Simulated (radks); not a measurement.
Question: Neutral fluorine, configuration [He] 2s2 2p5 (the NIST ground configuration). Calculated with a radial shooting solver on a logarithmic mesh with Libxc functionals: scalar-relativistic Kohn-Sham, r2SCAN, spin-polarised, spherical densities, finite nucleus; open shells are filled with parallel spins first; meta-GGA in the generalised Kohn-Sham scheme; Fermi nuclear charge, rms radius 2.8976 fm. Some entries of the table are withheld. Estimate them.

| orbital | occ. | eigenvalue (hartree) | <r^2> (bohr^2) |
|---|---|---|---|
| 1s up | 1 | -24.62480 | 0.04197 |
| 1s down | 1 | -24.58914 | 0.04181 |
| 2s up | 1 | (1) | 1.205 |
| 2s down | 1 | (2) | 1.247 |
| 2p up | 3 | (3) | (4) |
| 2p down | 2 | (5) | (6) |

Answer: 
(1) 2s up eigenvalue (hartree): -1.19694
(2) 2s down eigenvalue (hartree): -1.11636
(3) 2p up eigenvalue (hartree): -0.46194
(4) 2p up <r^2> (bohr^2): 1.532
(5) 2p down eigenvalue (hartree): -0.38062
(6) 2p down <r^2> (bohr^2): 1.699
